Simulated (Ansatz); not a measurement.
`N[SiH2]CBCl`. The species carries charge 0 and has multiplicity 1. The geometry is a stationary point of PBE0-D4/def2-TZVP. It is one conformer, not always the lowest.

```xyz
12

N     0.625    1.559    0.821
Si   -0.686    0.456    0.710
C    -0.066   -1.193    0.026
B     0.515   -0.977   -1.374
Cl   -0.483   -1.160   -2.807
H     1.163    1.807    0.006
H     0.567    2.335    1.461
H    -1.825    0.891   -0.150
H    -1.201    0.272    2.092
H     0.690   -1.524    0.744
H    -0.935   -1.857    0.040
H     1.635   -0.610   -1.569
```

(1) What is the dipole moment at r2SCAN/def2-TZVPP? (Estimate.)

(2) And with PBE, B3LYP, ωB97M-V? (Best estimate.)

(3) Give the Mulliken charges with r2SCAN, PBE, ωB97M-V in def2-TZVPP. (Best estimate.)

## Answers

(1) Ansatz gave: 1.80 D, with components (0.65, 0.96, 1.37) D in this frame, pointing from negative to positive charge.

(2) The calculation gave: PBE 1.74 D, B3LYP 1.75 D, ωB97M-V 1.74 D.

(3) The calculation gave: 
| atom | r2SCAN | PBE | ωB97M-V |
| --- | --- | --- | --- |
| N1 | -0.45 | -0.38 | -0.36 |
| Si2 | 0.43 | 0.31 | 0.35 |
| C3 | -0.20 | -0.19 | -0.28 |
| B4 | 0.07 | 0.01 | -0.06 |
| Cl5 | -0.16 | -0.14 | -0.12 |
| H6 | 0.15 | 0.15 | 0.11 |
| H7 | 0.15 | 0.15 | 0.11 |
| H8 | -0.10 | -0.08 | -0.05 |
| H9 | -0.09 | -0.07 | -0.04 |
| H10 | 0.09 | 0.12 | 0.14 |
| H11 | 0.08 | 0.11 | 0.12 |
| H12 | 0.01 | 0.01 | 0.08 |

B3LYP here is the variant with VWN-RPA as its local correlation; programs differ in this.
